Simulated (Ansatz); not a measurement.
Z-matrix (Å, degrees):
```
C
C 1 1.511
H 1 1.092 2 109.5
H 1 1.092 2 111.8 3 -119.4
H 1 1.092 2 111.8 3 119.4
N 2 1.450 1 115.3 3 180.0
H 2 1.101 1 109.1 3 -57.5
H 2 1.101 1 109.1 3 57.5
Al 6 1.761 2 130.4 1 -0.0
C 6 1.452 2 110.4 1 180.0
Cl 9 2.086 6 126.9 2 0.0
Cl 9 2.092 6 117.9 2 -180.0
H 10 1.098 6 111.0 2 59.7
H 10 1.098 6 111.0 2 -59.7
H 10 1.090 6 111.4 2 180.0
```

Total charge 0; spin multiplicity 1.

(1) List the B3LYP/def2-TZVPP orbital energies in eV (Ansatz 0.2.0). (Best estimate.)

## Answers

(1) Computed: Occupied: -2762.25, -2762.19, -1525.51, -389.53, -277.78, -277.56, -276.75, -257.02, -256.95, -196.01, -195.94, -195.92, -195.90, -195.85, -195.84, -113.43, -74.13, -74.05, -73.97, -24.73, -22.30, -21.99, -20.77, -18.16, -16.60, -13.10, -13.07, -12.88, -11.60, -11.57, -10.73, -10.29, -10.08, -9.86, -9.80, -9.42, -9.07, -8.98, -8.65, -6.64. Lowest empty: -0.73, -0.41, 0.80, 1.12, 1.98, 2.33, 2.33, 2.60.

B3LYP here is the variant with VWN-RPA as its local correlation; programs differ in this.
